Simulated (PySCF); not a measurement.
# EPR parameters of C5H7ClF

Compound: C5H7ClF (doublet state).
Geometry (GFN2-xTB, Å), atoms numbered from 1 in this order:
```
atom  x, y, z in Å
F1    -2.0389    1.2612    0.1773
C2    -0.8716    0.7286   -0.3202
C3    -0.9685   -0.7995   -0.4440
C4     0.3622   -1.2850   -0.0190
C5     1.2168   -0.2068    0.3924
Cl6    2.3513    0.2459   -1.0812
C7     0.2992    0.9772    0.6369
H8    -0.7079    1.2050   -1.2923
H9    -1.7556   -1.1655    0.2277
H10   -1.2402   -1.1289   -1.4506
H11    0.6890   -2.2987   -0.1497
H12    1.9546   -0.4123    1.1630
H13    0.7820    1.9380    0.4742
H14   -0.0731    0.9405    1.6632
```

The hyperfine couplings belong to this conformer and change with its torsions.

As a line formula: `F[C@@H]1C[CH][C@@H](Cl)C1` [radical].

Level of theory: UKS B3LYP, pcH-1 on C Cl F H, non-relativistic, mean-field spin-orbit, GIAO in PySCF 2.14.0. Isolated species at its GFN2-xTB geometry (one conformer only). The geometry wasn't refined by DFT: couplings that depend on bond lengths, twists or pyramidal angles can differ widely from those at the functional's own minimum. No stability test was run, so a lower SCF solution isn't excluded.

```
g1, g2, g3                      : 2.00170, 2.00233, 2.00600
g_iso                           : 2.00334
Form of g                       : close to axial: the two nearest values differ by 15 % of g3 − g1
⟨S²⟩                            : 0.7555 (exact 0.7500)
α and β electrons               : 32, 31
HOMO–LUMO gap, α and β orbitals : 6.32, 5.26 eV
Basis functions                 : 255
```

Isotropic coupling and dipolar principal values T1 to T3, in 10⁻⁴ cm⁻¹; ρ(0) is the spin density at the nucleus (1 × 10⁻⁴ cm⁻¹ = 2.998 MHz):

```json
{"atom": "F1", "isotope": "19F", "a_iso": "-0.8", "of which spin–orbit": "0.0", "T1": "-0.5", "T2": "0.0", "T3": "0.5", "Mulliken spin population": "0.00", "ρ(0) (bohr⁻³)": "-0.0006"}
{"atom": "C2", "isotope": "13C", "a_iso": "0.1", "of which spin–orbit": "0.0", "T1": "-0.4", "T2": "-0.2", "T3": "0.6", "Mulliken spin population": "0.01", "ρ(0) (bohr⁻³)": "0.0003"}
{"atom": "C3", "isotope": "13C", "a_iso": "-10.1", "of which spin–orbit": "0.0", "T1": "-0.9", "T2": "0.2", "T3": "0.7", "Mulliken spin population": "-0.08", "ρ(0) (bohr⁻³)": "-0.0269"}
{"atom": "C4", "isotope": "13C", "a_iso": "26.7", "of which spin–orbit": "0.0", "T1": "-24.6", "T2": "-24.5", "T3": "49.2", "Mulliken spin population": "0.90", "ρ(0) (bohr⁻³)": "0.0711"}
{"atom": "C5", "isotope": "13C", "a_iso": "0.2", "of which spin–orbit": "0.0", "T1": "-1.5", "T2": "0.0", "T3": "1.5", "Mulliken spin population": "-0.06", "ρ(0) (bohr⁻³)": "0.0005"}
{"atom": "Cl6", "isotope": "35Cl", "a_iso": "16.9", "of which spin–orbit": "0.4", "T1": "-11.5", "T2": "-11.0", "T3": "22.4", "Mulliken spin population": "0.16", "ρ(0) (bohr⁻³)": "0.1126"}
{"atom": "C7", "isotope": "13C", "a_iso": "0.1", "of which spin–orbit": "0.0", "T1": "-0.4", "T2": "-0.2", "T3": "0.6", "Mulliken spin population": "0.00", "ρ(0) (bohr⁻³)": "0.0002"}
{"atom": "H8", "isotope": "1H", "a_iso": "-0.3", "of which spin–orbit": "0.0", "T1": "-0.8", "T2": "-0.6", "T3": "1.4", "Mulliken spin population": "0.00", "ρ(0) (bohr⁻³)": "-0.0002"}
{"atom": "H9", "isotope": "1H", "a_iso": "43.9", "of which spin–orbit": "0.0", "T1": "-1.8", "T2": "-1.2", "T3": "2.9", "Mulliken spin population": "0.05", "ρ(0) (bohr⁻³)": "0.0295"}
{"atom": "H10", "isotope": "1H", "a_iso": "30.6", "of which spin–orbit": "0.0", "T1": "-1.5", "T2": "-1.0", "T3": "2.5", "Mulliken spin population": "0.04", "ρ(0) (bohr⁻³)": "0.0205"}
{"atom": "H11", "isotope": "1H", "a_iso": "-18.5", "of which spin–orbit": "0.0", "T1": "-11.5", "T2": "-0.5", "T3": "12.0", "Mulliken spin population": "-0.04", "ρ(0) (bohr⁻³)": "-0.0124"}
{"atom": "H12", "isotope": "1H", "a_iso": "11.8", "of which spin–orbit": "0.0", "T1": "-2.0", "T2": "-0.7", "T3": "2.6", "Mulliken spin population": "0.01", "ρ(0) (bohr⁻³)": "0.0079"}
{"atom": "H13", "isotope": "1H", "a_iso": "2.2", "of which spin–orbit": "0.0", "T1": "-0.7", "T2": "-0.4", "T3": "1.1", "Mulliken spin population": "0.00", "ρ(0) (bohr⁻³)": "0.0014"}
{"atom": "H14", "isotope": "1H", "a_iso": "0.8", "of which spin–orbit": "0.0", "T1": "-1.0", "T2": "-0.7", "T3": "1.8", "Mulliken spin population": "0.00", "ρ(0) (bohr⁻³)": "0.0005"}
```

The Mulliken spin populations are largest on C4 (+0.90), Cl6 (+0.16), C3 (-0.08) and C5 (-0.06). The positive populations add up to 1.18 and the negative ones to -0.18, together 2S = 1. The angles at C4 add up to 359.4°, so it is planar; its axial dipolar tensor and the negative coupling of its proton fit spin in a p orbital normal to that plane.

Under fast tumbling the dipolar parts average out, and these isotropic splittings remain (the largest six): 1 × 1H (H9, I = 1/2, 2 lines) with 4.70 mT, 1 × 1H (H10, I = 1/2, 2 lines) with 3.27 mT, 1 × 1H (H11, I = 1/2, 2 lines) with 1.98 mT, 1 × 35Cl (Cl6, I = 3/2, 4 lines) with 1.80 mT, 1 × 1H (H12, I = 1/2, 2 lines) with 1.26 mT and 1 × 1H (H13, I = 1/2, 2 lines) with 0.23 mT.

Main isotope only: 35Cl (natural samples also hold 24 % 37Cl, magnetic too, which adds its own pattern).

The 13C coupling of C4 (79.9 MHz) shows only in satellite lines or after enrichment, since that isotope makes up about 1.07 % of natural carbon.

Examples of negative spin density at the nucleus (bohr⁻³): C3 (-0.0269) and H11 (-0.0124).
